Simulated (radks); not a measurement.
Species: K2+. Configuration: [Ne] 3s1.75 3p5.25 (fractional occupations, a model configuration).

All-electron calculation, scalar-relativistic Kohn-Sham, RPBE, spin-unpolarised, spherical densities, finite nucleus; Fermi nuclear charge, rms radius 3.4349 fm. Program: a radial shooting solver on a logarithmic mesh with Libxc functionals.

Energy parts (eV):
total: -16347.465
kinetic: 16446.735
electron-nucleus: -38528.580
Hartree: 6629.116
exchange-correlation: -894.735

Orbitals (lengths in bohr, moments of r in powers of bohr; <r^-3> diverges for s and p1/2; r(max) is where P^2 peaks):
orbital  occ.  eigenvalue (eV)   r(max)  <1/r>  <r^-3>
1s          2        -3547.143  0.05300  18.72       -
2s          2        -377.1807   0.3179  3.803       -
2p          6        -303.7409   0.2627  3.704   155.1
3s       1.75         -56.4919    1.066  1.128       -
3p       5.25         -39.3265    1.131  1.005   15.96

The highest occupied level is 3p at -39.327 eV. Summed over all electrons, <r^2> = 15.61 bohr^2, which gives a Langevin (diamagnetic) susceptibility term of -12.4 x 10^-6 cm^3/mol.
